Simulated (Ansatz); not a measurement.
Compare A (`C=C[Si](N)(O)F`) with its isomer B (`C=NC(F)O[SiH3]`).

Isolated molecules relaxed with PBE0-D4/def2-TZVP in Ansatz; ΔE leaves out vibrations. CBS: MP2 limit from def2 TZ/QZ plus the TZ coupled-cluster correction, frozen cores. Functionals use def2-TZVPP. B3LYP here is the variant with VWN-RPA as its local correlation; programs differ in this. Each species was taken in one conformer, which may not be the lowest.

Which isomer does CCSD(T)/CBS put lower? Give the gap. (Estimate.)

Computed: A, by 419.3 kJ/mol.

Give E(B) − E(A) in kJ/mol with B3LYP, r2SCAN-D4, CCSD/def2-TZVPP, ωB97M-V, B3LYP-D4, MP2/def2-TZVPP, B2PLYP. (Best estimate.)

Computed: B3LYP 394.8, r2SCAN-D4 402.6, CCSD/def2-TZVPP 407.1, ωB97M-V 404.0, B3LYP-D4 397.8, MP2/def2-TZVPP 422.9, B2PLYP 405.1. None reverses the order clearly.

Largest T1 diagnostic: 0.013.

In def2-TZVPP, CCSD(T) changes the Hartree–Fock value by +6.3 kJ/mol (the triples alone add −3.3 kJ/mol) and MP2 by +25.3 kJ/mol. From PBE to PBE0 (25 % exact exchange), in def2-TZVPP and without D4, E(B) − E(A) moves by +13.8 kJ/mol.
